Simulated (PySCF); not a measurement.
Pd(OH)₂: from structure and modes to constants

These are results of PySCF, UPBE0, basis Pd def2-SVP with ECP28, O def2-SVP, H def2-SVP (scalar-relativistic core potentials, no spin–orbit coupling, density fitting), not measurements.

The triplet minimum has C2h symmetry. Masses (u): Pd 105.90348, O 15.99492, H 1.00782.

```xyz
5
charge 0 multiplicity 3, angstrom
Pd    0.0000    0.0000    0.0000
O     0.0647    0.0000    1.8878
O    -0.0647    0.0000   -1.8878
H    -0.7647    0.0000    2.3824
H     0.7647    0.0000   -2.3824
```

Harmonic wavenumbers (cm⁻¹): 103.0 (au, ×1), 203.9 (bu, ×1), 545.9 (au, ×1), 599.3 (ag, ×1), 678.5 (ag, ×1), 679.6 (bu, ×1), 808.1 (bu, ×1), 3861.6 (bu, ×1), 3865.5 (ag, ×1).

Problem. Find the principal moments of inertia and the rotational constants. What kind of rotor is it?

Solution. About the centre of mass I = 1.312, 125.44, 126.75 u Å². With B = 16.8576/I this gives 12.85, 0.1344, 0.133 cm⁻¹. The molecule is an asymmetric top with κ = -1.00.

Problem. What is the harmonic zero-point energy?

Solution. Half the sum of all 9 wavenumbers, 11345/2 = 5673 cm⁻¹, which is 67.9 kJ/mol (1 cm⁻¹ = 0.0119627 kJ/mol).

Problem. Find the vibrational entropy and heat capacity at 298.15 K.

Solution. With u = 1.43878 ω/T, each mode gives S = R[u/(eᵘ−1) − ln(1−e⁻ᵘ)] and C = R u² eᵘ/(eᵘ−1)².
```
ω (cm⁻¹)       u  S (J/(mol K))  C (J/(mol K))
   103.0   0.497          14.21           8.15
   203.9   0.984           8.78           7.67
   545.9   2.634           2.31           4.81
   599.3   2.892           1.89           4.32
   678.5   3.274           1.39           3.64
   679.6   3.280           1.39           3.63
   808.1   3.900           0.84           2.67
  3861.6  18.635           0.00           0.00
  3865.5  18.654           0.00           0.00
```
The sums over all modes are S = 30.8 and C = 34.9 J/(mol K); the softest mode gives 46 % of the entropy.

Problem. Give the standard entropy (298.15 K, 1 bar) by its translational, rotational, vibrational and spin parts, and Cp.

Solution. Sackur–Tetrode with M = 139.91 u gives 170.5; rotation with symmetry number 2 gives 84.1; vibration 30.8; spin R ln 3 = 9.1. The total is 294.5 J/(mol K), and Cp = 4 R + 34.9 = 68.2 J/(mol K).

Only a few start shapes were tried, so a lower isomer may exist. With open d or f shells other occupations or spin states may lie lower.
